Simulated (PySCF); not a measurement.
C$_{4}$H$_{11}$As, triplet, at the geometry of the source list (a higher spin typed on purpose: for a closed-shell molecule this is an excited state). Base run: R2SCAN/6-31G in PySCF.

Input for PySCF:
```python
from pyscf import gto, scf, dft

mol = gto.Mole()
mol.atom = '''
    C    -0.08740000    1.16880000    0.76160000
    C     0.00820000   -0.09490000   -0.08360000
    C    -0.10500000   -1.32450000    0.81330000
    C    -1.10940000   -0.10710000   -1.12230000
    As    1.77300000   -0.19690000   -1.06620000
    H    -1.03760000    1.20090000    1.29690000
    H    -0.02260000    2.05890000    0.13380000
    H     0.71770000    1.20280000    1.49660000
    H    -0.02570000   -2.24060000    0.22260000
    H    -1.05540000   -1.33510000    1.34390000
    H     0.69840000   -1.32720000    1.55240000
    H    -1.06060000   -1.01630000   -1.72710000
    H    -1.01950000    0.75420000   -1.78950000
    H    -2.08880000   -0.06700000   -0.64170000
    H     1.81890000    1.27520000   -1.36110000
    H     2.59580000    0.04890000    0.17040000
'''
mol.basis = '6-31g'
mol.spin = 2
mol.verbose = 5
mol.build()

mf = dft.UKS(mol)
mf.xc = 'r2scan'
mf.kernel()
mf.analyze()
```

Variants of this job, named by their change:

| change | ΔE vs base (mEh) | grid points | electrons on the grid | outcome |
|---|---|---|---|---|
| base | 0.000 | 184784 | 67.99989 | converged |
| grids.radi_method = delley | -0.005 | 199968 | 67.99989 | converged |
| grids.radi_method = gauss_chebyshev | 0.326 | 181272 | 67.99989 | converged |
| grids.atom_grid = (75, 302) | -0.153 | 232768 | 67.99991 | converged |
| grids.prune = dft.gen_grid.treutler_prune | 0.002 | 160872 | 67.99989 | converged |
| grids.atom_grid = (99, 590) | -0.023 | 519096 | 67.99999 | converged |
| grids.radi_method = mura_knowles | -0.008 | 176976 | 67.99989 | converged |
| grids.atom_grid = (50, 194) | -3.894 | 105584 | 68.00054 | converged |
| grids.atom_grid = (30, 110) | -57.173 | 39432 | 68.00119 | converged |
| grids.prune = off | 0.000 | 295760 | 67.99989 | converged |
| grids.prune = dft.gen_grid.sg1_prune | - | - | - | input refused |

Open shells are given as the SCF converged; they aren't shown to be the lowest states, and a large step between rows can be another state.

- grids.prune = dft.gen_grid.sg1_prune: ended with `IndexError: index 33 is out of bounds for axis 0 with size 19`
